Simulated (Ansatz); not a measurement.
Coupled-cluster run, `FC[BH][AlH2]`.

```yaml
crystal:
  periodic: [false, false, false]
  atoms:
    - {symbol: F, position_ang: [-1.055357, 0.826781, -0.082438]}
    - {symbol: C, position_ang: [0.339151, 0.986663, -0.535970]}
    - {symbol: B, position_ang: [1.057456, -0.331150, -0.142044]}
    - {symbol: Al, position_ang: [-0.723074, -1.131871, 0.702986]}
    - {symbol: H, position_ang: [0.260444, 1.184960, -1.608843]}
    - {symbol: H, position_ang: [0.691841, 1.891697, -0.032884]}
    - {symbol: H, position_ang: [2.214299, -0.480325, -0.391119]}
    - {symbol: H, position_ang: [-1.681499, -2.042065, -0.184361]}
    - {symbol: H, position_ang: [-1.014661, -0.950988, 2.257574]}
basis:
  gaussian: {orbitals: def2-SVP}
correlation: {method: ccsd_t}
```

```sh
$ ansatz run in.yaml --threads 2 --pin off --events-out ev --progress --plain --max-ram 4352MiB
```

The program prints (abridged):

```
Functional definition: HF
839 factors; integrals over basis functions are off by at most 1.0e-3 eV
mean field evaluation 1: about -11061.2504 eV, gradient 2.1e1 eV
mean field evaluation 2: about -11061.3215 eV, gradient 2.1e1 eV
mean field evaluation 4: about -11063.0154 eV, gradient 3.6e0 eV
mean field evaluation 8: about -11063.0543 eV, gradient 1.2e-1 eV
mean field evaluation 16: about -11062.9744 eV, gradient 4.1e-1 eV
mean field -11063.05437345 eV, -406.5597494169 hartree, gradient 3.3e-6 eV, S^2 0.000000; 0 other end points of the search recorded, 0 dependent functions left out
8 core orbitals not correlated: weight in the atoms' cores, before any rotation towards them, 1.000 or more for the frozen orbitals, at most 0.000 for the correlated occupied ones
reference -11063.05437345 eV, -406.5597494169 hartree; 11, 11 occupied and 66, 66 virtual orbitals, 839 factors
second order -12.76341601 eV of doubles, -0.00000000 eV of singles
cycle   1  -13.55095255 eV  change   -7.9e-1 eV  update   9.1e-2
cycle   2  -13.97111246 eV  change   -4.2e-1 eV  update   2.8e-2
cycle   3  -14.06606119 eV  change   -9.5e-2 eV  update   1.4e-2
cycle   4  -14.06191351 eV  change    4.1e-3 eV  update   3.8e-3
cycle   5  -14.06076887 eV  change    1.1e-3 eV  update   1.5e-3
cycle   6  -14.06095348 eV  change   -1.8e-4 eV  update   6.3e-4
cycle   7  -14.06071710 eV  change    2.4e-4 eV  update   2.3e-4
cycle   8  -14.06069910 eV  change    1.8e-5 eV  update   8.6e-5
cycle   9  -14.06074666 eV  change   -4.8e-5 eV  update   3.1e-5
cycle  10  -14.06074211 eV  change    4.5e-6 eV  update   1.1e-5
perturbative correction -0.32818898 eV, -0.0120607227 hartree
Total energy: -11077.44330455 eV, -407.0885328815 hartree
```

Run time 2.4 s (2 threads of an AMD EPYC 7B13 on a shared host); peak host memory 0.38 GiB.

The correlation energy is -14.389 eV, 2.3 % of it from (T); the T1 diagnostic reads 0.0124.
